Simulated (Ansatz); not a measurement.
Relaxation of ClH₇NO₂PTi (13 atoms, charge 0, multiplicity 1), to a largest force component of 0.03 eV/Å in at most 50 steps.

All numbers below come from RHF/def2-SVP (Ansatz 0.2.0).

```xyz
13
Properties=species:S:1:pos:R:3:forces:R:3
Ti -0.067 -0.103 0.105 -0.29 -0.57 0.50
Cl -0.275 -0.423 2.419 0.00 -0.04 -0.71
N 1.680 -0.087 -0.484 0.02 -0.02 -0.03
H 2.126 -0.933 -0.795 -0.01 0.04 0.00
H 2.279 0.707 -0.619 -0.01 -0.03 0.01
O -0.979 1.302 -0.445 -0.03 -0.01 0.00
H -1.755 1.589 -0.900 0.06 -0.03 0.03
O -0.732 -1.582 -0.553 0.00 0.00 0.06
H -1.179 -2.375 -0.299 0.00 0.03 -0.03
P 1.340 3.038 1.292 0.10 0.36 0.27
H 2.655 2.530 1.393 -0.01 0.00 0.00
H 1.200 2.816 -0.090 0.01 -0.04 0.01
H 0.696 1.869 1.755 0.19 0.31 -0.12
```

Question: Where does it end, and by what steps?

Answer: It converged. The force dipped under the threshold on the way, but the program's further checks kept it going. After 19 steps the energy has fallen by 0.334 eV; H13 moved furthest, 0.98 Å.

```
step  energy less start (eV)  largest force component (eV/Å)  accepted
   0                  0.0000                           0.709       yes
   1                 -0.1763                           0.199       yes
   2                 -0.2579                           0.189       yes
   3                 -0.2989                           0.234       yes
   4                 -0.2989                           0.568        no
   5                 -0.3136                           0.089       yes
   6                 -0.3214                           0.066       yes
   7                 -0.3265                           0.151       yes
   8                 -0.3281                           0.114       yes
   9                 -0.3303                           0.109       yes
  10                 -0.3313                           0.097       yes
  11                 -0.3319                           0.086       yes
  12                 -0.3325                           0.058       yes
  13                 -0.3322                           0.134        no
  14                 -0.3329                           0.029       yes
  15                 -0.3333                           0.027       yes
  16                 -0.3337                           0.069       yes
  17                 -0.3338                           0.035       yes
  18                 -0.3340                           0.032       yes
  19                 -0.3340                           0.022       yes
```

```xyz
13
Properties=species:S:1:pos:R:3
Ti -0.179 -0.501 -0.057
Cl -0.279 -0.455 2.210
N 1.572 -0.532 -0.627
H 2.106 -1.368 -0.787
H 2.116 0.289 -0.827
O -0.908 0.973 -0.663
H -1.599 1.517 -1.000
O -0.941 -1.982 -0.586
H -1.557 -2.694 -0.611
P 1.618 3.749 1.710
H 2.875 3.280 1.264
H 0.958 3.546 0.477
H 1.207 2.524 2.277
```

Whether the end is a true minimum wasn't checked by a vibrational analysis.

Time of the run: 50 s on 4 threads of Arm Neoverse V1 (shared host), peak memory 0.45 GiB.
